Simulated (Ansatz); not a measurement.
`CO[Si]1(S)C=N1` and `CO[SiH]1C=N1` differ in one atom or group.

Ansatz, PBE0-D4/def2-TZVP geometries, multiplicity 1. Each molecule was computed in one conformer, which needn't be the lowest.

| property | `CO[Si]1(S)C=N1` |
| --- | --- |
| HOMO–LUMO gap (B3LYP/def2-TZVPP) / eV | 5.13 |
| HOMO energy (PBE/def2-TZVPP) / eV | -5.15 |
| size of the dipole moment (ωB97M-V/def2-TZVPP) / D | 1.56 |
| LUMO energy (PBE/def2-TZVPP) / eV | -2.02 |
| LUMO energy (B3LYP/def2-TZVPP) / eV | -1.06 |
| LUMO energy (ωB97M-V/def2-TZVPP) / eV | 1.50 |

Task: What does the change do to each property? (Best estimate.)

Result: The calculation gave: 
```json
{"property": "HOMO–LUMO gap (B3LYP/def2-TZVPP) / eV", "`CO[SiH]1C=N1`": "5.27", "shift": "0.14"}
{"property": "HOMO energy (PBE/def2-TZVPP) / eV", "`CO[SiH]1C=N1`": "-5.19", "shift": "-0.04"}
{"property": "size of the dipole moment (ωB97M-V/def2-TZVPP) / D", "`CO[SiH]1C=N1`": "2.61", "shift": "1.05"}
{"property": "LUMO energy (PBE/def2-TZVPP) / eV", "`CO[SiH]1C=N1`": "-1.93", "shift": "0.09"}
{"property": "LUMO energy (B3LYP/def2-TZVPP) / eV", "`CO[SiH]1C=N1`": "-0.96", "shift": "0.10"}
{"property": "LUMO energy (ωB97M-V/def2-TZVPP) / eV", "`CO[SiH]1C=N1`": "1.59", "shift": "0.09"}
```

Dipoles are sizes alone; their direction can turn.

Positive LUMOs are unbound, so they and the gaps depend on the basis.

B3LYP here is the variant with VWN-RPA as its local correlation; programs differ in this.
